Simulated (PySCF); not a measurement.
# Ions at one geometry of LaO(OH)

PySCF 2.14.0, RKS PBE0, La def2-SVP with ECP46, O def2-SVP, H def2-SVP; non-relativistic Hamiltonian with scalar-relativistic core potentials where named; density fitting; no spin-orbit coupling; singlets restricted, open shells unrestricted. The geometry is relaxed for charge 0, singlet, vacuum:

```xyz
4

La    0.0002   -0.0384   -0.5002
O     1.2937    0.0285    0.9541
O    -2.0244    0.0221    0.3458
H    -2.4202    0.0762    1.2203
```

Energies count from the relaxed state; an electron taken off or put on is at rest in vacuum. Charges and spins are Mulliken's.

```json
{"state": "charge 0, singlet, vacuum", "energy (eV)": "0.00", "spin squared": "0.00", "charge on La1 (e)": "0.79", "spin on La1 (e)": "0.00", "dipole about the centre of mass (D)": "6.14"}
{"state": "charge +1, doublet, vacuum", "energy (eV)": "8.10", "spin squared": "0.76", "charge on La1 (e)": "1.38", "spin on La1 (e)": "0.06", "dipole about the centre of mass (D)": "3.79"}
```

What does the state charge -1, doublet, vacuum give?

energy (eV) -0.60, spin squared 0.75, charge on La1 (e) -0.13, spin on La1 (e) 1.03, dipole about the centre of mass (D) 2.76.

With an electron taken off (doublet) the charges change, summed by element, by La +0.59 e, O +0.36 e, H +0.05 e. The vertical ionisation energy is 8.10 eV, against −ε(HOMO) = 6.08 eV of the relaxed state. The level lies 2.0 eV too high, as is usual for semilocal functionals and global hybrids, which keep a self-interaction error.

With an electron put on (doublet) the charges change, summed by element, by La -0.92 e, O -0.05 e, H -0.03 e. The vertical electron affinity is 0.60 eV, against −ε(LUMO) = 1.67 eV of the relaxed state. The basis has no diffuse functions, which an added electron needs. The added electron's level lies above zero.

Open shells may have lower solutions than those found.
